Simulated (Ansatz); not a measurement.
The N7–H8 bond of CH6BN (SMILES CBN) is stretched (multiplicity 1, the rest rigid).
Geometry at rest (charge 0, multiplicity 1):
```xyz
9

B     -0.405    -0.135     0.326
H     -1.242    -0.480     1.111
C      1.108    -0.500     0.544
H      1.234    -1.586     0.608
H      1.463    -0.107     1.502
H      1.775    -0.129    -0.239
N     -0.835     0.599    -0.778
H     -1.798     0.844    -0.937
H     -0.210     0.936    -1.493
```

Correlated levels freeze the cores.

The values were computed with Ansatz (a program for electronic structure). Values without a source in brackets are computed.

FIC-MRCISD+Q on CASSCF(2,2)/cc-pVDZ, total energies (hartree):

```csv
R (Å),CASSCF,MRCISD,weight c² of the reference
1.006,-120.569912,-120.953915,0.88661
1.761,-120.446935,-120.823762,0.88419
3.219,-120.384713,-120.755160,0.88390
```

**Question.** Add the Davidson correction (E_MRCISD − E_CASSCF)(1 − c²)/c² and give the energies above the first point at the three levels.

**Answer.** 
Corrections (hartree): -0.049111, -0.049358, -0.048657. Above the first point (kcal/mol):
- R = 1.761 Å: CASSCF 77.2, MRCISD 81.7, with the correction 81.5
- R = 3.219 Å: CASSCF 116.2, MRCISD 124.7, with the correction 125.0
